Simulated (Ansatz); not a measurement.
Start from `[NH2][GeH2][CH]=O` and change one atom or group to get `O=[CH][GeH2][AlH2]`.

Ansatz, PBE0-D4/def2-TZVP geometries, multiplicity 1. Each molecule was computed in one conformer, which needn't be the lowest.

Scalar relativity is left out up to krypton.

```
                                          property  `[NH2][GeH2][CH]=O`
size of the dipole moment (ωB97M-V/def2-TZVPP) / D                 2.97
               HOMO energy (B3LYP/def2-TZVPP) / eV                -6.63
  size of the dipole moment (B3LYP/def2-TZVPP) / D                 2.93
                HOMO energy (PBE0/def2-TZVPP) / eV                -6.82
             HOMO energy (ωB97M-V/def2-TZVPP) / eV                -9.08
               LUMO energy (B3LYP/def2-TZVPP) / eV                -1.74
```

Task: What does the change do to each property? (Best estimate.)

Result: Computed: 
```csv
property,`O=[CH][GeH2][AlH2]`,shift
size of the dipole moment (ωB97M-V/def2-TZVPP) / D,2.40,-0.57
HOMO energy (B3LYP/def2-TZVPP) / eV,-6.63,0.00
size of the dipole moment (B3LYP/def2-TZVPP) / D,2.31,-0.62
HOMO energy (PBE0/def2-TZVPP) / eV,-6.83,-0.01
HOMO energy (ωB97M-V/def2-TZVPP) / eV,-8.96,0.12
LUMO energy (B3LYP/def2-TZVPP) / eV,-2.54,-0.80
```

Dipoles are sizes alone; their direction can turn.

B3LYP here is the variant with VWN-RPA as its local correlation; programs differ in this.
